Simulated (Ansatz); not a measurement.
Ge(OH)H3 (GeOH4). Total charge 0; triplet. Geometry PBE-D4/def2-TZVP, that of the neutral singlet; atoms count from 1.

```xyz
6

Ge   -0.425    0.026   -0.128
O     1.107   -0.577    0.616
H     1.836    0.046    0.463
H    -0.247    0.185   -1.661
H    -0.820    1.391    0.498
H    -1.453   -1.071    0.212
```

At PBE0-D4/def2-TZVP a singlet of charge 0 lies 6.21 eV below the triplet at the same geometry.

(1) Estimate the Mulliken populations from the PBE0/def2-TZVP orbitals of Ansatz.

(2) Where does the spin sit?

(3) And the Mayer bond orders between heavy atoms (over 0.3)?

Results:

(1) 
```
atom  charge (e)  spin (α − β)
 Ge1       -0.31          0.79
  O2        0.07          0.63
  H3        0.02          0.38
  H4        0.09          0.12
  H5        0.09          0.12
  H6        0.04         -0.04
```
Mulliken values depend strongly on the basis.

(2) Summed by element: Ge 0.79, O 0.63, H 0.58, of 2 unpaired in all. Largest on single atoms: Ge1 0.79, O2 0.63, H3 0.38.

(3) Ge1–O2 0.40 (1.81 Å).
